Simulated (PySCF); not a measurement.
The vertical singlet excitations below were computed for one of the candidates. Computed with TDDFT wB97X-D/def2-SVPD, vertical, gas phase, core orbitals frozen in the response (PySCF 2.14.0, density-fitted response routines). Geometries: PBE0-D3(BJ)/def2-SVP, one conformer each.

```tsv
state	λ (nm)	f
S1	176.7	0.016
S2	175.8	0.086
S3	172.6	0.012
S4	170.6	0.098
S5	161.9	0.0009
S6	156.2	0.262
S7	151.0	0.036
S8	149.2	0.0019
S9	145.9	0.028
S10	145.3	0.072
```

Orbital energies (eV): HOMO-3 -12.05, HOMO-2 -10.31, HOMO-1 -9.07, HOMO -9.00, LUMO 1.78, LUMO+1 2.28, LUMO+2 2.67.

Question: Which candidate is it?
A. `[N+](C)(C)([AlH2-][CH3])C`
B. `C1CC[C@H]2C[C@H]2C1`
C. `C1C[CH2][AlH][CH2]1`

Answer: A. Its S1 lies at 7.02 eV; the nearest of the others has S1 at 7.68 eV. S1 is HOMO-1→LUMO+1 (63%), HOMO-1→LUMO+4 (21%). Löwdin shares by element: HOMO carbon 41% or more, aluminium 24%, hydrogen 17% or more (atoms not listed hold the other 18%); LUMO aluminium 32%, carbon 22% or more (atoms not listed hold the other 46%). At the same level the other candidates give, for their lowest levels:
- `C1CC[C@H]2C[C@H]2C1`: 161 nm (f 0.001); 157 nm (f 0.002); 149 nm (f 0.030); 148 nm (f 0.010); 145 nm (f 0.038); T1 7.56 eV; HOMO -9.39, LUMO 2.46 eV
- `C1C[CH2][AlH][CH2]1`: 259 nm (f 0.000); 228 nm (f 0.001); 192 nm (f 0.028); 173 nm (f 0.089); 169 nm (f 0.004); T1 4.56 eV; HOMO -8.84, LUMO 0.72 eV

The values belong to the conformer `[CH3:1][AlH2-:2][N+:3]([CH3:4])([CH3:5])[CH3:6]`: C1–Al2–N3–C4 179°.
Triplets come from the Tamm–Dancoff approximation.
